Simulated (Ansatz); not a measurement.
Two members of one family (Series SnX2), computed with Ansatz in the gas phase; def2 core potentials for Sn, no spin–orbit coupling. The two geometries come from different levels. Binding counts from free atoms in the multiplicity of their measured ground term, without zero-point energy. A dash marks a value that wasn't run or was left out as unsound. The structures are stationary points that may keep the symmetry of their start. Remarks come from the PBE and PBE0 runs and from stability tests at other levels; not every state was tested. HOMO above LUMO (over both spins in singlets and doublets, within one spin in higher multiplets; at PBE or PBE0), or a gap under 0.15 eV within one spin, warns that the state may not be the lowest or that an electron is smeared out.

First: SnMe2 (singlet, charge 0, PBE0-D4/def2-TZVP geometry).

```xyz
9

Sn   -0.454   -1.295    0.672
C    -1.374    0.045   -0.796
H    -0.740    0.092   -1.687
H    -1.426    1.058   -0.384
H    -2.375   -0.272   -1.090
C     1.362   -0.081    0.813
H     1.097    0.919    1.175
H     1.800    0.045   -0.183
H     2.110   -0.511    1.480
```

| level | HOMO (eV) | LUMO (eV) | gap (eV) | vertical IE (eV) | vertical triplet (eV) | binding per atom (eV) |
| --- | --- | --- | --- | --- | --- | --- |
| PBE-D4/def2-SVP | -4.88 | -2.99 | 1.88 | – | – | 3.56 |
| PBE-D4/def2-TZVP | -4.98 | -3.05 | 1.92 | 7.87 | 1.56 | 3.56 |
| revPBE-D4/def2-TZVP | -4.92 | -2.95 | 1.97 | – | – | 3.49 |
| r2SCAN-D4/def2-TZVP | -5.18 | -2.92 | 2.27 | 7.87 | 1.41 | 3.52 |
| PBE0-D4/def2-TZVP | -5.92 | -2.30 | 3.62 | 7.92 | 1.51 | 3.52 |

Second: Sn(N(SiH3)2)2 (singlet, charge 0, r2SCAN-D4/def2-SVP geometry).

```xyz
19

Sn   -0.0649    0.2440   -1.8789
N    -0.0761    1.5777   -0.2792
Si   -0.1742    3.3001   -0.5967
Si    0.0198    0.9988    1.3836
H    -1.4009    3.9161   -0.0027
H    -0.2276    3.4782   -2.0839
H     1.0144    4.0407   -0.0726
H     0.0095    2.2097    2.2657
H     1.2813    0.2468    1.6540
H    -1.1483    0.1501    1.7623
N     0.0385   -1.4625   -0.6025
Si   -1.4580   -2.2348   -0.1595
Si    1.6209   -2.1442   -0.3575
H    -1.6875   -3.5264   -0.8865
H    -2.5703   -1.2995   -0.5412
H    -1.5501   -2.5216    1.3056
H     1.9409   -2.3689    1.0860
H     2.6095   -1.1592   -0.9214
H     1.8233   -3.4451   -1.0746
```

**Question.** Estimate the same table for the second.

**Answer.** 
```json
{"level": "PBE-D4/def2-SVP", "HOMO (eV)": "-5.84", "LUMO (eV)": "-3.23", "gap (eV)": "2.61", "vertical IE (eV)": "–", "vertical triplet (eV)": "–", "binding per atom (eV)": "3.19"}
{"level": "PBE-D4/def2-TZVP", "HOMO (eV)": "-5.97", "LUMO (eV)": "-3.32", "gap (eV)": "2.66", "vertical IE (eV)": "8.35", "vertical triplet (eV)": "2.65", "binding per atom (eV)": "3.21"}
{"level": "revPBE-D4/def2-TZVP", "HOMO (eV)": "-5.92", "LUMO (eV)": "-3.21", "gap (eV)": "2.71", "vertical IE (eV)": "–", "vertical triplet (eV)": "–", "binding per atom (eV)": "3.16"}
{"level": "r2SCAN-D4/def2-TZVP", "HOMO (eV)": "-6.24", "LUMO (eV)": "-3.25", "gap (eV)": "2.99", "vertical IE (eV)": "–", "vertical triplet (eV)": "2.59", "binding per atom (eV)": "3.21"}
{"level": "PBE0-D4/def2-TZVP", "HOMO (eV)": "-7.13", "LUMO (eV)": "-2.63", "gap (eV)": "4.50", "vertical IE (eV)": "8.62", "vertical triplet (eV)": "2.69", "binding per atom (eV)": "3.18"}
```

Remarks: gap within one spin near zero at PBE or PBE0 (+1 doublet).
